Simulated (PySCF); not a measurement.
C10H11N.
Atom-mapped SMILES: `[CH3:1][c:2]1[cH:3][cH:4][cH:5][c:6]([C@H:7]([CH3:8])[C:9]#[N:10])[cH:11]1` (hydrogens: H12, H13, H14 on C1; H15 on C3; H16 on C4; H17 on C5; H18 on C7; H19, H20, H21 on C8; H22 on C11)

The same species was optimised twice, with GFN2-xTB and with PBE0-D3(BJ)/def2-SVP (PySCF), and the same property calculations (PySCF, gas phase) were run on both structures.

| coordinate | GFN2-xTB | PBE0-D3(BJ)/def2-SVP | change |
| --- | --- | --- | --- |
| C7–C9 (Å) | 1.445 | 1.464 | +0.019 |
| C9≡N10 (Å) | 1.143 | 1.157 | +0.014 |
| C2–C11 (Å) | 1.388 | 1.399 | +0.011 |
| C2–C3 (Å) | 1.389 | 1.400 | +0.011 |
| C3–C4 (Å) | 1.383 | 1.392 | +0.009 |
| C5–C6 (Å) | 1.387 | 1.397 | +0.010 |
| C4–C5 (Å) | 1.384 | 1.392 | +0.008 |
| C6–C11 (Å) | 1.387 | 1.396 | +0.009 |
| C6–C7 (Å) | 1.514 | 1.518 | +0.004 |
| C1–C2 (Å) | 1.498 | 1.501 | +0.003 |
| C7–C8 (Å) | 1.537 | 1.536 | -0.001 |
| C6–C7–C9 (°) | 110.0 | 111.8 | +1.8 |
| C7–C9–N10 (°) | 179.5 | 178.4 | -1.1 |
| C6–C7–C8 (°) | 110.7 | 111.7 | +1.0 |
| C7–C6–C11 (°) | 120.1 | 121.0 | +0.9 |
| C5–C6–C7 (°) | 120.4 | 119.6 | -0.8 |
| C8–C7–C9 (°) | 109.8 | 110.4 | +0.6 |
| C3–C2–C11 (°) | 118.7 | 118.3 | -0.4 |
| C2–C11–C6 (°) | 121.1 | 121.4 | +0.3 |
| C5–C6–C7–C8 (°) | -103 | -95 | +8 |

Rotational constants: A = 1791, B = 784.3, C = 644.3 MHz (GFN2-xTB) against A = 1779, B = 768.6, C = 620.7 MHz (PBE0-D3(BJ)/def2-SVP). Point groups within 0.08 Å: C1 and C1.

On the GFN2-xTB structure: HOMO (eV) -7.29 [PBE0/pcSseg-1]; LUMO (eV) -0.53 [PBE0/pcSseg-1]; dipole (D) 3.88 [PBE0/pcSseg-1]; GIAO shielding of C1 (ppm) 162.8 [PBE0/pcSseg-1]; GIAO shielding of C2 (ppm) 41.4 [PBE0/pcSseg-1]; GIAO shielding of C3 (ppm) 52.9 [PBE0/pcSseg-1]; GIAO shielding of C4 (ppm) 52.3 [PBE0/pcSseg-1]; GIAO shielding of C5 (ppm) 57.5 [PBE0/pcSseg-1]; GIAO shielding of C6 (ppm) 40.7 [PBE0/pcSseg-1]; GIAO shielding of C7 (ppm) 153.6 [PBE0/pcSseg-1]; GIAO shielding of C8 (ppm) 159.5 [PBE0/pcSseg-1].

**Question.** What do these properties become on the PBE0-D3(BJ)/def2-SVP structure?

**Answer.** 
| property | level | on GFN2-xTB | on PBE0-D3(BJ)/def2-SVP | change |
| --- | --- | --- | --- | --- |
| HOMO (eV) | PBE0/pcSseg-1 | -7.29 | -7.28 | +0.01 |
| LUMO (eV) | PBE0/pcSseg-1 | -0.53 | -0.57 | -0.04 |
| dipole (D) | PBE0/pcSseg-1 | 3.88 | 3.93 | +0.05 |
| energy, GFN2-xTB geometry as zero (kcal/mol) | PBE0/pcSseg-1 | 0.0 | -0.8 | -0.8 |
| GIAO shielding of C1 (ppm) | PBE0/pcSseg-1 | 162.8 | 161.1 | -1.7 |
| GIAO shielding of C2 (ppm) | PBE0/pcSseg-1 | 41.4 | 39.4 | -2.0 |
| GIAO shielding of C3 (ppm) | PBE0/pcSseg-1 | 52.9 | 50.0 | -2.9 |
| GIAO shielding of C4 (ppm) | PBE0/pcSseg-1 | 52.3 | 50.0 | -2.3 |
| GIAO shielding of C5 (ppm) | PBE0/pcSseg-1 | 57.5 | 54.6 | -2.9 |
| GIAO shielding of C6 (ppm) | PBE0/pcSseg-1 | 40.7 | 39.6 | -1.1 |
| GIAO shielding of C7 (ppm) | PBE0/pcSseg-1 | 153.6 | 150.5 | -3.1 |
| GIAO shielding of C8 (ppm) | PBE0/pcSseg-1 | 159.5 | 157.7 | -1.8 |

The heavy atoms differ by 0.074 Å rms after alignment. Among bonds between heavy atoms C7–C9 changes most (+0.019 Å). Changes are differences of the printed values. Neither structure is proved a minimum here.

Conformer computed: `[CH3:1][c:2]1[cH:3][cH:4][cH:5][c:6]([C@H:7]([CH3:8])[C:9]#[N:10])[cH:11]1`: C5–C6–C7–C8 -95°.
